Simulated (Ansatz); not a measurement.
`Br[SiH2][CH]([InH2])[SnH2][SbH2]` at its PBE0-D4/def2-TZVP geometry, where that method's forces vanish. Charge 0, multiplicity 1. In, Sn, Sb: def2 effective core potential.

| atom | x (Å) | y (Å) | z (Å) |
| --- | --- | --- | --- |
| Br1 | -2.572 | -1.169 | -0.152 |
| Si2 | -1.614 | 0.358 | -1.502 |
| C3 | 0.072 | 0.670 | -0.866 |
| In4 | 0.064 | 1.595 | 1.131 |
| Sn5 | 1.194 | -1.147 | -0.627 |
| Sb6 | 0.604 | -1.978 | 2.000 |
| H7 | -1.674 | -0.240 | -2.861 |
| H8 | -2.508 | 1.545 | -1.459 |
| H9 | 0.634 | 1.318 | -1.548 |
| H10 | 1.615 | 2.064 | 1.714 |
| H11 | -1.448 | 2.027 | 1.826 |
| H12 | 2.864 | -0.827 | -0.810 |
| H13 | 0.721 | -2.366 | -1.732 |
| H14 | -0.076 | -0.415 | 2.319 |
| H15 | 2.125 | -1.436 | 2.568 |

(1) For each bond, give half the difference of the two atoms' forces along it (eV/Å; positive pushes the atoms apart) under PBE-D4, r2SCAN-D4, B3LYP-D4, ωB97M-V in def2-TZVPP. (Estimate.)

Results:

(1) Computed: 
| bond | length (Å) | PBE-D4 | r2SCAN-D4 | B3LYP-D4 | ωB97M-V |
| --- | --- | --- | --- | --- | --- |
| Br1–Si2 | 2.251 | 0.14 | 0.06 | 0.25 | 0.07 |
| Si2–C3 | 1.829 | -0.01 | -0.02 | 0.01 | 0.07 |
| Si2–H7 | 1.487 | 0.07 | -0.02 | -0.13 | -0.14 |
| Si2–H8 | 1.486 | 0.07 | -0.03 | -0.14 | -0.15 |
| C3–In4 | 2.200 | 0.06 | 0.07 | 0.18 | -0.01 |
| C3–Sn5 | 2.148 | 0.09 | 0.08 | 0.19 | 0.01 |
| C3–H9 | 1.096 | 0.08 | -0.02 | -0.14 | -0.05 |
| In4–H10 | 1.723 | 0.04 | -0.04 | -0.03 | -0.04 |
| In4–H11 | 1.719 | 0.04 | -0.03 | -0.03 | -0.05 |
| Sn5–Sb6 | 2.818 | 0.10 | 0.05 | 0.14 | -0.12 |
| Sn5–H12 | 1.710 | 0.07 | -0.02 | -0.05 | -0.06 |
| Sn5–H13 | 1.712 | 0.08 | -0.01 | -0.03 | -0.06 |
| Sb6–H14 | 1.734 | 0.22 | 0.03 | 0.06 | -0.13 |
| Sb6–H15 | 1.711 | 0.24 | 0.02 | 0.07 | -0.14 |

B3LYP here is the variant with VWN-RPA as its local correlation; programs differ in this.
